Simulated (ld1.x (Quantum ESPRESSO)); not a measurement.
**samarium, PAW: configuration errors across variants**

samarium, PAW, made with ld1.x (Quantum ESPRESSO) 7.5 (PW91, scalar-relativistic). Core [Kr] 4d10, reference 4f6 5s2 5p6 5d0 6s2 6p0. Waves: 5s (bound): rcut 1.80, rcutus 2.10 bohr; 6s (bound): rcut 1.80, rcutus 2.10 bohr; 5p (bound): rcut 2.20, rcutus 2.35 bohr; 6p (bound, empty): rcut 2.20, rcutus 2.35 bohr; 5d (bound, empty): rcut 2.70, rcutus 3.20 bohr; 5d channel at 0.55 Ry: rcut 2.70, rcutus 3.20 bohr; 4f (bound): rcut 1.00, rcutus 1.25 bohr; 4f channel at 0.3 Ry: rcut 1.00, rcutus 1.25 bohr. Local part: all-electron potential smoothed inside 1.65 bohr (lloc = -2). Core correction: Bessel-smoothed model core inside 1.25 bohr. Augmentation charge: PSQ, inside the norm-conserving radii.

All-electron excitation energies from the reference (eV): (1) 4f6 5s2 5p6 5d0 6s1 6p0 5.980; (2) 4f6 5s2 5p6 5d0 6s0 6p0 17.106; (3) 4f5 5s2 5p6 5d0 6s0 6p0 41.042; (4) 4f6 5s2 5p6 5d1 6s1 6p0 2.003; (5) 4f5 5s2 5p6 5d1 6s2 6p0 2.966; (6) 4f6 5s2 5p6 5d0 6s0 6p1 9.116; (7) 4f6 5s2 5p6 5d0.5 6s1.5 6p0 0.978.

The overlap operator is not positive definite (basis up to 400 Ry) in “waves 5d (bound): rcut 2.70, rcutus 3.60 bohr; 5d channel at 0.55 Ry: rcut 2.70, rcutus 3.60 bohr”, “waves 5d (bound): rcut 2.70, rcutus 4.22 bohr; 5d channel at 0.55 Ry: rcut 2.70, rcutus 4.22 bohr”. Such files are unfit for use, however small their errors in these radial tests.

Tests that are not counted but printed errors over 1 eV. “waves 5d (bound): rcut 2.70, rcutus 4.22 bohr; 5d channel at 0.55 Ry: rcut 2.70, rcutus 4.22 bohr”: 4f5 5s2 5p6 5d1 6s2 6p0 (solver errors, printed error -18.3 eV).

1 further variants failed, have other tests or too few solved ones, and are left out.

Errors AE − PS in meV (a dash: test not solved or not reliable):

```csv
change,(1),(2),(3),(4),(5),(6),(7),bound ghosts
base,-1.4,+3.1,-13,+1.5,+214,+1.8,+0.1,none
"waves 5d (bound): rcut 1.96, rcutus 2.08 bohr; 5d channel at 0.55 Ry: rcut 1.96, rcutus 2.08 bohr",-1.4,+3.1,-13,+0.7,+132,+1.9,+0.1,none
"waves 5d (bound): rcut 2.28, rcutus 2.42 bohr; 5d channel at 0.55 Ry: rcut 2.28, rcutus 2.42 bohr",-1.4,+3.1,-13,+0.6,+133,+1.9,+0.1,none
"waves 5d (bound): rcut 2.70, rcutus 2.90 bohr; 5d channel at 0.55 Ry: rcut 2.70, rcutus 2.90 bohr",-1.4,+3.1,-13,+0.2,+129,+1.9,0.0,none
"waves 5d (bound): rcut 2.70, rcutus 3.26 bohr; 5d channel at 0.55 Ry: rcut 2.70, rcutus 3.26 bohr",-1.4,+3.1,-13,+1.5,+214,+1.8,+0.1,none
"waves 5d (bound): rcut 2.70, rcutus 3.60 bohr; 5d channel at 0.55 Ry: rcut 2.70, rcutus 3.60 bohr",-1.4,+3.1,-13,+1.6,+186,+1.9,+0.1,not determined (overlap not positive)
"waves 5d (bound): rcut 2.70, rcutus 4.22 bohr; 5d channel at 0.55 Ry: rcut 2.70, rcutus 4.22 bohr",-1.4,+3.1,-13,-20,–,+1.9,-3.3,not determined (overlap not positive)
"waves 5d (bound): rcut 2.70, rcutus 4.56 bohr; 5d channel at 0.55 Ry: rcut 2.70, rcutus 4.56 bohr",-1.4,+3.1,-13,-0.5,+161,+1.9,-0.3,none
"waves 5d (bound): rcut 2.70, rcutus 4.82 bohr; 5d channel at 0.55 Ry: rcut 2.70, rcutus 4.82 bohr",-1.4,+3.1,-13,-0.5,+157,+1.9,-0.3,none
```

Q: Give the same row for: waves 5d (bound): rcut 2.46, rcutus 2.60 bohr; 5d channel at 0.55 Ry: rcut 2.46, rcutus 2.60 bohr.

A: -1.4, +3.1, -13, +0.6, +130, +1.9, +0.1; bound ghosts: none.
